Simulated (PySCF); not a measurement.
# cyclo-(H2SiCH2)3

Cartesian coordinates in Å; atom numbers follow the order of the lines, from 1:
```xyz
18

Si   -0.266    0.066   -1.884
H     0.238    1.015   -2.891
H    -1.114   -0.921   -2.572
C     1.193   -0.821   -1.041
Si    1.688   -0.110    0.648
H     2.832   -0.856    1.201
H     2.095    1.296    0.498
C     0.205   -0.234    1.833
Si   -1.507    0.091    1.060
H    -2.205   -1.184    0.832
H    -2.326    0.898    1.982
C    -1.295    1.004   -0.590
H     2.056   -0.806   -1.705
H     0.937   -1.872   -0.912
H     0.194   -1.224    2.287
H     0.367    0.461    2.656
H    -0.818    1.965   -0.396
H    -2.274    1.233   -1.007
```

Level of theory: PySCF 2.14.0, GIAO PBE0/def2-SVP magnetisability, rotational g tensor and spin-rotation constants, non-relativistic, gas phase. Geometry: GFN2-xTB.

(1) How diamagnetic is it, and how anisotropic?

(2) Split it along the inertial axes a, b, c into diamagnetic and paramagnetic parts about the centre of mass, with the quadrupole moment.

(3) And the rotational g tensor?

## Answers

(1) Isotropic -1518 × 10⁻³⁰ J/T², or -91.4 × 10⁻⁶ cm³/mol; principal values -1562, -1526, -1466 × 10⁻³⁰ J/T², anisotropy 84 × 10⁻³⁰ J/T² (root of half the summed squared differences of the principal values). The susceptibility is in cgs units.

(2) 
```
axis  χ (10⁻⁶ cm³/mol)  diamagnetic (10⁻⁶ cm³/mol)  paramagnetic (10⁻⁶ cm³/mol)  summed x² of all electrons (Å²)  quadrupole Θ (D Å)
   a             -92.0                      -770.1                        678.1                            151.9               -0.25
   b             -93.9                      -796.0                        702.2                            145.8               -0.91
   c             -88.4                     -1263.0                       1174.7                             35.7               +1.17
```
Anisotropies 2χaa − χbb − χcc = -1.8 and 2χbb − χaa − χcc = -7.3 × 10⁻⁶ cm³/mol. Θ is traceless in Buckingham's convention.

(3) 
```csv
axis,rotational constant (GHz),g,nuclear part,electronic part
a,1.9621,-0.0187,0.6063,-0.6250
b,1.8840,-0.0160,0.6055,-0.6215
c,1.0818,-0.0126,0.5844,-0.5970
```
Asymmetric top; isotopes 12C, 1H, 28Si; no vibrational averaging.
